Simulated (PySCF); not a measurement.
PySCF input (M06-2X/def2-TZVPD):

```python
from pyscf import gto, scf, dft

mol = gto.M(
    atom='''
    Be    0.00000000    0.00000000    0.00000000
    H     0.00000000    0.00000000    1.33008694
    H    -0.00000000   -0.00000000   -1.33008694
    ''',
    basis='def2-tzvpd',
    charge=0,
    spin=2,
    symmetry='D2h',
    verbose=4,
)

mf = dft.UKS(mol, xc='m062x').density_fit(auxbasis='def2-universal-jkfit')
mf.grids.level = 4
mf.conv_tol = 1e-9
mf.max_cycle = 100
mf.max_memory = 1500
mf.kernel()
if not mf.converged:
    mf = mf.newton()
    mf.kernel(mf.make_rdm1())
mf.analyze()
```

End of the output:

```
Extra cycle  E= -15.6738071552246  delta_E= -1.28e-12  |g|= 2.4e-07  |ddm|= 8.43e-06
converged SCF energy = -15.6738071552246  <S^2> = 2.0143324  2S+1 = 3.0095397
**** SCF Summaries ****
Total Energy =                         -15.673807155224621
Nuclear Repulsion Energy =               3.381738559751591
One-electron Energy =                  -26.644426849228715
Two-electron Energy =                    7.588881134252501
Two-electron Coulomb Energy =           11.045908667134455
DFT Exchange-Correlation Energy =       -3.457027532881954
HOMO-LUMO gap [eV] =                    -2.197094874000925
Wave-function symmetry = B3g
alpha occupancy for each irrep:     Ag  B1g  B2g  B3g  B1u  B2u  B3u
                                     2    0    0    0    1    1    0
beta  occupancy for each irrep:     Ag  B1g  B2g  B3g  B1u  B2u  B3u
                                     2    0    0    0    0    0    0
**** MO energy ****
alpha MO #1 (Ag #1), energy= -4.2891289005232 occ= 1
alpha MO #2 (Ag #2), energy= -0.50527976938622 occ= 1
alpha MO #3 (B1u #1), energy= -0.47975785919507 occ= 1
alpha MO #4 (B2u #1), energy= -0.15380770929646 occ= 1
alpha MO #5 (B3u #1), energy= -0.0274738022346042 occ= 0
alpha MO #6 (Ag #3), energy= 0.0248662365611274 occ= 0
alpha MO #7 (B1u #2), energy= 0.0257959746677422 occ= 0
alpha MO #8 (B3u #2), energy= 0.0558774632319708 occ= 0
alpha MO #9 (B2u #2), energy= 0.0679387550799307 occ= 0
alpha MO #10 (Ag #4), energy= 0.0785559073708013 occ= 0
alpha MO #11 (B3g #1), energy= 0.164238004975173 occ= 0
alpha MO #12 (B2g #1), energy= 0.173496598767677 occ= 0
alpha MO #13 (B1u #3), energy= 0.194428732361073 occ= 0
alpha MO #14 (Ag #5), energy= 0.223792491782827 occ= 0
alpha MO #15 (B1u #4), energy= 0.267946097950151 occ= 0
alpha MO #16 (B3u #3), energy= 0.275955539140232 occ= 0
alpha MO #17 (B2u #3), energy= 0.284426253953181 occ= 0
alpha MO #18 (B2u #4), energy= 0.332119895047613 occ= 0
alpha MO #19 (B3u #4), energy= 0.335610642811631 occ= 0
alpha MO #20 (B1g #1), energy= 0.373355706310438 occ= 0
alpha MO #21 (Ag #6), energy= 0.384222630247516 occ= 0
alpha MO #22 (Ag #7), energy= 0.393524625188066 occ= 0
alpha MO #23 (B2g #2), energy= 0.523163839286367 occ= 0
alpha MO #24 (B1u #5), energy= 0.526838636465366 occ= 0
alpha MO #25 (B3g #2), energy= 0.534944873154284 occ= 0
alpha MO #26 (Ag #8), energy= 0.570256177148005 occ= 0
alpha MO #27 (B1u #6), energy= 0.64635398674385 occ= 0
alpha MO #28 (Ag #9), energy= 0.890521938262483 occ= 0
alpha MO #29 (B2u #5), energy= 1.5820659789017 occ= 0
alpha MO #30 (B3u #5), energy= 1.58359012317318 occ= 0
alpha MO #31 (B3g #3), energy= 1.76398549617016 occ= 0
alpha MO #32 (B2g #3), energy= 1.77014693725109 occ= 0
alpha MO #33 (Ag #10), energy= 1.92121943740217 occ= 0
alpha MO #34 (B1u #7), energy= 2.0608711663953 occ= 0
alpha MO #35 (Ag #11), energy= 2.62828085981023 occ= 0
alpha MO #36 (B1u #8), energy= 2.72982414111534 occ= 0
alpha MO #37 (B2u #6), energy= 5.36060063380027 occ= 0
alpha MO #38 (B3u #6), energy= 5.36991579525423 occ= 0
alpha MO #39 (B1u #9), energy= 5.96607450292237 occ= 0
alpha MO #40 (Ag #12), energy= 7.6929723978552 occ= 0
beta  MO #1 (Ag #1), energy= -4.28847860245974 occ= 1
beta  MO #2 (Ag #2), energy= -0.390271352788142 occ= 1
beta  MO #3 (B1u #1), energy= -0.234549457342153 occ= 0
beta  MO #4 (B3u #1), energy= -0.0315704164158678 occ= 0
beta  MO #5 (B2u #1), energy= -0.0313721497251525 occ= 0
beta  MO #6 (Ag #3), energy= 0.0225435233372906 occ= 0
beta  MO #7 (B1u #2), energy= 0.0450848396030878 occ= 0
beta  MO #8 (Ag #4), energy= 0.0732808694854352 occ= 0
beta  MO #9 (B3u #2), energy= 0.0877601794990742 occ= 0
beta  MO #10 (B3g #1), energy= 0.111680804456294 occ= 0
beta  MO #11 (B2u #2), energy= 0.116326750320454 occ= 0
beta  MO #12 (B2g #1), energy= 0.133390809373366 occ= 0
beta  MO #13 (B1u #3), energy= 0.175961109369418 occ= 0
beta  MO #14 (B2u #3), energy= 0.20088902194023 occ= 0
beta  MO #15 (B1u #4), energy= 0.21788110425866 occ= 0
beta  MO #16 (Ag #5), energy= 0.223266276975801 occ= 0
beta  MO #17 (B3u #3), energy= 0.240963490265959 occ= 0
beta  MO #18 (B2u #4), energy= 0.319036442831188 occ= 0
beta  MO #19 (B3u #4), energy= 0.319911275613731 occ= 0
beta  MO #20 (Ag #6), energy= 0.353238235322772 occ= 0
beta  MO #21 (B1g #1), energy= 0.367127930183578 occ= 0
beta  MO #22 (Ag #7), energy= 0.378796929915725 occ= 0
beta  MO #23 (B3g #2), energy= 0.496396604287131 occ= 0
beta  MO #24 (B2g #2), energy= 0.50876729101213 occ= 0
beta  MO #25 (Ag #8), energy= 0.518501939139539 occ= 0
beta  MO #26 (B1u #5), energy= 0.52482583884766 occ= 0
beta  MO #27 (B1u #6), energy= 0.632875241311502 occ= 0
beta  MO #28 (Ag #9), energy= 0.851783857348604 occ= 0
beta  MO #29 (B3u #5), energy= 1.54579428991702 occ= 0
beta  MO #30 (B2u #5), energy= 1.55083930741024 occ= 0
beta  MO #31 (B2g #3), energy= 1.72307968152141 occ= 0
beta  MO #32 (B3g #3), energy= 1.72439402731755 occ= 0
beta  MO #33 (Ag #10), energy= 1.95741906861995 occ= 0
beta  MO #34 (B1u #7), energy= 2.11699421980571 occ= 0
beta  MO #35 (Ag #11), energy= 2.63421768633423 occ= 0
beta  MO #36 (B1u #8), energy= 2.72723295477476 occ= 0
beta  MO #37 (B3u #6), energy= 5.36887054579882 occ= 0
beta  MO #38 (B2u #6), energy= 5.37615931451055 occ= 0
beta  MO #39 (B1u #9), energy= 5.9845831872541 occ= 0
beta  MO #40 (Ag #12), energy= 7.68495511706141 occ= 0
 ** Mulliken pop alpha/beta on meta-lowdin orthogonal AOs **
 ** Mulliken pop       alpha | beta **
pop of  0 Be 1s        0.99993 | 0.99994
pop of  0 Be 2s        0.35005 | 0.45692
pop of  0 Be 3s        0.00447 | 0.00100
pop of  0 Be 4s        0.00014 | 0.00002
pop of  0 Be 5s        0.00009 | 0.00002
pop of  0 Be 2px       0.00000 | 0.00000
pop of  0 Be 2py       0.64501 | 0.00000
pop of  0 Be 2pz       0.02341 | 0.00000
pop of  0 Be 3px       0.00000 | 0.00000
pop of  0 Be 3py       0.00177 | 0.00000
pop of  0 Be 3pz       0.01666 | 0.00000
pop of  0 Be 4px       0.00000 | 0.00000
pop of  0 Be 4py       0.00050 | 0.00000
pop of  0 Be 4pz       0.00034 | 0.00000
pop of  0 Be 5px       0.00000 | 0.00000
pop of  0 Be 5py       0.00550 | 0.00000
pop of  0 Be 5pz       0.00537 | 0.00000
pop of  0 Be 3dxy      0.00000 | 0.00000
pop of  0 Be 3dyz      0.00000 | 0.00000
pop of  0 Be 3dz^2     0.00050 | 0.00037
pop of  0 Be 3dxz      0.00000 | 0.00000
pop of  0 Be 3dx2-y2    0.00001 | 0.00015
pop of  1 H 1s        0.78902 | 0.27011
pop of  1 H 2s        0.00119 | 0.00022
pop of  1 H 3s        0.00154 | 0.00002
pop of  1 H 2px       0.00000 | 0.00000
pop of  1 H 2py       0.08115 | 0.00000
pop of  1 H 2pz       0.00679 | 0.00029
pop of  1 H 3px       0.00000 | 0.00000
pop of  1 H 3py       0.09246 | 0.00000
pop of  1 H 3pz       0.00097 | 0.00015
pop of  2 H 1s        0.78902 | 0.27011
pop of  2 H 2s        0.00119 | 0.00022
pop of  2 H 3s        0.00154 | 0.00002
pop of  2 H 2px       0.00000 | 0.00000
pop of  2 H 2py       0.08115 | 0.00000
pop of  2 H 2pz       0.00679 | 0.00029
pop of  2 H 3px       0.00000 | 0.00000
pop of  2 H 3py       0.09246 | 0.00000
pop of  2 H 3pz       0.00097 | 0.00015
In total             4.00000 | 2.00000
 ** Mulliken atomic charges   ( Nelec_alpha | Nelec_beta ) **
charge of  0Be =      0.48784  (     2.05375      1.45841 )
charge of  1H =     -0.24392  (     0.97312      0.27079 )
charge of  2H =     -0.24392  (     0.97312      0.27079 )
Dipole moment(X, Y, Z, Debye):  0.00000,  0.00000, -0.00000
```

This state (charge 0, triplet) is run at the relaxed geometry of the species with charge 0 and multiplicity 1, and is a spin state other than that species' own.
